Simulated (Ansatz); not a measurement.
Worked example: C3H6ClIn + C4H10 → C3H7In + C4H9Cl

Species: C3H6ClIn `C=C[CH2][InH][Cl]`, singlet; C4H10 (butane) `CCCC`, singlet; C3H7In `C=C[CH2][InH2]`, singlet; C4H9Cl (1-chlorobutane) `CCCCCl`, singlet. The partners trade Cl for H: In–Cl and C–H bonds give way to In–H and C–Cl.

Shapes, held fixed at every level: PBE0-D4/def2-TZVP. Flexible molecules stand in one conformer, not always the lowest. Programs: Ansatz 0.2.0. The zero-point and thermal change to 298 K, harmonic and unscaled (PBE0-D4/def2-TZVP), is -10.8 kJ/mol.

At CCSD(T)/def2-TZVPP; 1 Eh = 2625.50 kJ/mol:

```
 species  energy (Eh)
C3H6ClIn  -766.940179
   C4H10  -158.155948
  C3H7In  -307.739165
  C4H9Cl  -617.284943
```

Work out ΔH(298 K) of the reaction at this level.


1. Products less reactants: (-307.739165) + (-617.284943) − [(-766.940179) + (-158.155948)] = 0.072019 Eh = +189.1 kJ/mol.
2. With the thermal change: +189.1 + (-10.8) = +178.3 kJ/mol.

Other levels give +153.0 (SPW92/def2-TZVPP) to +181.5 kJ/mol (r2SCAN0-D4/def2-TZVPP). No measured value is set beside it here. For atoms past krypton def2 sets carry core potentials with scalar relativity. Outer-core shells of In are correlated in most correlated rows, in sets that cover them unevenly.
